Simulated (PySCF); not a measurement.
## Excitation energy of He by level of theory

He 1s2 (1S) → He 1s1 2p1 (3P), as a difference of total energies. All numbers are calculated (PySCF 2.14, no relativity, point nucleus, in dyall-acv3z (10s3p2d, 29 functions)). Correlated levels: valence: nothing frozen; virtual orbitals above 40 to 60 times the deepest correlated orbital energy dropped. The calculations carry no spin-orbit coupling.

```
           method  excitation energy (eV)  error (eV)
              UHF                  23.328      +2.364
    MP2 (valence)                  24.171      +3.207
SCS-MP2 (valence)                  24.414      +3.450
   CCSD (valence)                  24.303      +3.339
```

Reference: 20.964 eV (measured; NIST levels, between the centres of gravity of the two terms).

Errors of the correlated levels include the incompleteness of this basis.

The promoted electron is Rydberg-like, and one or two diffuse shells describe it only roughly, which tends to raise the upper state.

With two correlated electrons CCSD is exact in that space.
